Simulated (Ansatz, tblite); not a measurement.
Cost and result up the ladder for SiO₃H₂ (the lowest singlet isomer of a short search) (6 atoms). The state is a singlet with charge 0. Geometry: PBE-D4/def2-TZVP.

```xyz
6

Si    0.348    0.340    0.163
O     0.061   -1.181   -0.389
O    -1.104    1.083    0.203
O     1.690    0.946    0.567
H     0.862   -1.730   -0.455
H    -1.856    0.541   -0.090
```

Ansatz on 4 threads of Arm Neoverse V1 on a shared host; xTB runs through tblite on one thread. Times are rough, summed over both states, and most runs start from the orbitals of an earlier one. CCSD(T)/def2-TZVPP serves as the yardstick here, not as an exact answer. The other state is a doublet.

The xTB rows come from tblite. Correlated methods freeze 8 core orbitals. HOMO above LUMO, or a gap near zero within one spin, warns that the state may not be the lowest or that an electron is smeared out. The structure comes from a short search, and lower isomers may exist.

Correlated methods converge slowly with the basis.

Raw xTB energies of ions are shifted by several eV.

```
                            level  functions  wall time
                         GFN1-xTB         25    0.007 s
                         GFN2-xTB         23    0.007 s
                 PBE-D4/def2-TZVP        142      3.4 s
                PBE0-D4/def2-TZVP        142      4.4 s
r2SCAN-D4/def2-TZVP (with forces)        142      8.2 s
               CCSD(T)/def2-TZVPP        163       92 s
```

(1) Estimate what each level gives for the vertical IE (eV).

Answers

(1) 
| level | vertical IE (eV) | difference from CCSD(T)/def2-TZVPP (eV) | remarks |
| --- | --- | --- | --- |
| GFN1-xTB | 17.76 | 6.77 | – |
| GFN2-xTB | 16.30 | 5.30 | – |
| PBE-D4/def2-TZVP | 10.99 | -0.01 | gap within one spin near zero (+1 doublet) |
| PBE0-D4/def2-TZVP | 10.90 | -0.10 | – |
| r2SCAN-D4/def2-TZVP (with forces) | 10.88 | -0.11 | – |
| CCSD(T)/def2-TZVPP | 11.00 | 0.00 | – |
